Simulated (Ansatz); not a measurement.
Reaction (formal exchange of groups at the Al–C bond): `[NH2][Al]([OH])[CH]=O` + `NCC1CO1` → `[NH2][Al]([NH2])[OH]` + `O=CCC1CO1`

Program: Ansatz. Geometries: PBE0-D4/def2-TZVP. ΔE: electronic, gas phase. CBS: MP2 limit from def2 TZ/QZ plus the TZ coupled-cluster correction, frozen cores. This one scheme is used for every species. One conformer a species, not always the lowest.

```
                species  CCSD(T)/CBS(def2) energy (Eh)
`[NH2][Al]([OH])[CH]=O`                     -487.59950
              `NCC1CO1`                     -248.19061
 `[NH2][Al]([NH2])[OH]`                     -429.75083
            `O=CCC1CO1`                     -306.10206
```

Question: Work out ΔE.

Answer: ΔE = (-429.75083) + (-306.10206) − (-487.59950) − (-248.19061) = -0.06278 Eh = -164.8 kJ/mol.

Largest T1 diagnostic among the species: 0.014.

From PBE to PBE0 (25 % exact exchange), in def2-TZVPP and without D4, ΔE moves by −9.2 kJ/mol.
